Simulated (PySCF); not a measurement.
C3H6ClIn, SMILES C=[CH][In]([Cl])[CH3]. Atoms are numbered in the order given.

```xyz
11

In    -0.1925    -0.0105     0.0000
Cl     1.0628     2.0299     0.0000
C     -2.3343     0.3027     0.0000
H     -2.8785    -0.6516     0.0000
H     -2.6025     0.8840    -0.8941
H     -2.6025     0.8840     0.8941
C      1.0980    -1.7286     0.0000
C      0.6352    -2.9862     0.0000
H      2.1817    -1.5592     0.0000
H      1.3082    -3.8541     0.0000
H     -0.4352    -3.2245     0.0000
```
Charge 0, spin multiplicity 1.

Coordinates come from a B3LYP-D3(BJ)/def2-SVP optimisation. The structure was generated by enumeration; whether it is a known compound was not checked. The def2 effective core potentials stand for the cores of In; spin–orbit coupling is left out. One conformer was computed; it need not be the lowest.

The numbers are results of PBE0/def2-TZVP (PySCF), not measurements.

ESP charges are fitted to the potential on shells at 1.4 to 2.0 van der Waals radii. Atomic charges (e):

| atom | Mulliken | Löwdin | ESP fit |
|---|---|---|---|
| In1 | 0.82 | 0.30 | 0.85 |
| Cl2 | -0.45 | -0.01 | -0.43 |
| C3 | -0.62 | (withheld) | -0.73 |
| H4 | 0.15 | 0.13 | 0.18 |
| H5 | 0.16 | 0.13 | 0.18 |
| H6 | 0.16 | 0.13 | 0.18 |
| C7 | -0.38 | -0.35 | -0.43 |
| C8 | -0.24 | (withheld) | -0.28 |
| H9 | 0.15 | (withheld) | 0.18 |
| H10 | 0.13 | (withheld) | 0.17 |
| H11 | 0.13 | (withheld) | 0.14 |

### Question
What belongs in the gaps? (The exact figures need the calculation; the answer reports its results.)

### Answer

- C3, Löwdin: -0.52
- C8, Löwdin: -0.22
- H9, Löwdin: 0.15
- H10, Löwdin: 0.12
- H11, Löwdin: 0.13
